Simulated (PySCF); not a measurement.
C₄H₄N, SMILES C1[N]C=CC=1 (connectivity only; charge and spin as stated), charge -1, multiplicity 1. Heavy atoms are numbered as in [CH:1]1=[CH:2][N:3][CH:4]=[CH:5]1. Hydrogens are named by the atom that carries them.

Geometry: B3LYP-D3(BJ)/def2-SVPD. The spin state was assumed, not searched. The isomer is the one that the SMILES or the coordinates give; other isomers of the formula were not compared.

All values below come from HF/def2-SVPD (PySCF).

ESP charges are fitted to the potential on shells at 1.4 to 2.0 van der Waals radii. Atomic charges (e), one atom of each kind:

| atom | meta-Löwdin | ESP fit |
|---|---|---|
| C1 (CH) | -0.26 | … |
| C2 (CH) | -0.09 | 0.10 |
| N3 | -0.45 | … |
| H on C1 | 0.04 | 0.14 |
| H on C2 | 0.04 | … |

Q: Fill in the missing entries. (The exact figures need the calculation; the answer reports its results.)

A: 
- C1 (CH), ESP fit: -0.43
- N3, ESP fit: -0.67
- H on C2, ESP fit: 0.03
